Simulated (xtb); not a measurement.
Cl₂Sn, charge -1, doublet, geometry from GFN2-xTB (such geometries of metal compounds can be far from the true shape) (a state made from the parent by changing its charge; the spin is typed, not shown lowest). Base run: GFN2-xTB (xtb 6.7.1).

Input for xtb:
```
$ xtb mol.xyz --gfn 2 --chrg -1 --uhf 1 --json

# file mol.xyz
3

Sn     0.01076359    -0.01024665     0.63912643
Cl     1.23230621     1.55893049    -0.93616015
Cl    -1.26396382    -1.52879329    -0.94362347
```

Each row names what was changed in the base input (with any setting that the change needs).

```
change        ΔE vs base (kcal/mol)  G_solv (kcal/mol)  SCF cycles
------------  ---------------------  -----------------  ----------
base                          0.000                  -          12
acc = 0.1                     0.000                  -          13
alpb = thf                   -47.91             -48.19          12
gbsa = water                 -53.04             -53.62          12
```

ALPB and GBSA are two models with their own fitted parameters for each solvent, which aren't always the measured dielectric constant.
